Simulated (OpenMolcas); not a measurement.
## Mn5+, Tc5+, Re5+: d2 down the group

* Program: OpenMolcas
* Method: CASSCF
* Basis: ANO-RCC-VQZP
* Scalar Hamiltonian: DKH2, point nucleus
* Spin-orbit coupling: state interaction with AMFI integrals over the reference wave functions, term energies averaged over their components

Active space for each ion: 2 electrons in 5 orbitals (d).

Computed levels in cm-1 above 3F2:

```json
{"Level": "3F3", "Mn5+": "726", "Tc5+": "1949", "Re5+": "7856"}
{"Level": "3F4", "Mn5+": "1649", "Tc5+": "4190", "Re5+": "14611"}
{"Level": "1D2", "Mn5+": "18880", "Tc5+": "14496", "Re5+": "18616"}
{"Level": "3P0", "Mn5+": "21922", "Tc5+": "15535", "Re5+": "16541"}
{"Level": "3P1", "Mn5+": "22181", "Tc5+": "16340", "Re5+": "21036"}
{"Level": "3P2", "Mn5+": "22766", "Tc5+": "18417", "Re5+": "29818"}
{"Level": "1G4", "Mn5+": "28889", "Tc5+": "21942", "Re5+": "28855"}
{"Level": "1S0", "Mn5+": "69943", "Tc5+": "51146", "Re5+": "56964"}
{"Level": "weight of 3F in the lowest level (%)", "Mn5+": "100", "Tc5+": "99", "Re5+": "91"}
```

Mixed levels, with the weight of the term that names them: Re5+ 1D2 (51 %), Re5+ 3P2 (58 %).

Measured, with the error of the calculation in %. Measured levels: Mn5+ from Corliss and Sugar, J. Phys. Chem. Ref. Data 6, 1253 (1977).

| Level | Mn5+ |
| --- | --- |
| 3F3 | 746 (-2.7) |
| 3F4 | 1669 (-1.2) |
| 1D2 | 15336 (+23.1) |
| 3P0 | 17782 (+23.3) |
| 3P1 | 18057 (+22.8) |
| 3P2 | 18628 (+22.2) |
| 1G4 | 25511 (+13.2) |

The fine-structure level 3F4 changes by a factor of 8.86 from Mn5+ to Re5+.

Without spin-orbit coupling 1D lies 18013, 12676, 11686 cm-1 above 3F in that order; the difference to the level 1D2, of either sign, comes from spin-orbit coupling, which also lowers the zero.

Without dynamic correlation excited terms often stand tens of per cent too high (terms of higher spin than the ground term too low), and those without a measured partner can miss by more than the paired ones. Measured partners are found by configuration, term and J. A level has none where our copy of the source lacks it or the pairing is in doubt (some pairs that miss far off the trend of their configuration count as doubtful), and it then counts in no deviation. Only configurations of the active space appear.
